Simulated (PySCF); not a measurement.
Static polarisabilities and like-pair C6 coefficients by linear response at CAM-B3LYP/def2-SVPD (PySCF, frozen core in the response, non-relativistic, gas phase), PBE0-D3(BJ)/def2-SVP geometries, one conformer each; atomic units unless stated. Spin–orbit coupling is left out although an atom past zinc is present.

| species | electrons | α |
| --- | --- | --- |
| `O=CC#CC(=O)[O-]` | 50 | 71.6 |
| `C[CH2][AlH2]` | 32 | 55.3 |
| `CP(C)(C)=[Se]` | 76 | 94.3 |
| `C[C@H]1C[C@H]([BH2-][PH3+])C1` | 64 | 101.6 |

Problem. Estimate each like-pair C6, largest first.

Solution. 
```csv
species,C6,ω̄ = 4·C6/(3α²) (eV)
`C[C@H]1C[C@H]([BH2-][PH3+])C1`,4123,14.5
`CP(C)(C)=[Se]`,3139,12.8
`O=CC#CC(=O)[O-]`,1715,12.1
`C[CH2][AlH2]`,1068,12.7
```

The order is that of α. London's effective excitation energy ω̄ runs from 12.1 to 14.5 eV here.
